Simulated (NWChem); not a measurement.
System: SiH$_{4}$S$_{2}$; SMILES S[SiH2]S

```xyz
7

Si     0.0000     0.0000    -0.7226
S      1.8249     0.0514     0.4265
S     -1.8249    -0.0514     0.4265
H      0.1022     1.2203    -1.5575
H     -0.1022    -1.2203    -1.5575
H      1.6283    -1.1113     1.0867
H     -1.6283     1.1113     1.0867
```
Atoms are numbered in this order, from 1.

Results from NWChem. The geometry was optimised at B3LYP/6-31G* (spherical d). Level: M05-2X/def2-SVP with SMD (1 M gas to 1 M solution), gas-phase geometry. Reactions with the solvent are ignored.

### Question
Among these, which solvent gives the highest value of “cavity-dispersion-structure term (kcal/mol)”?
A. 2-propanol
B. dimethyl sulfoxide
C. acetonitrile
D. water

### Answer
D, water. Values: 2-propanol -2.2; acetonitrile -1.5; dimethyl sulfoxide -0.7; water 1.8
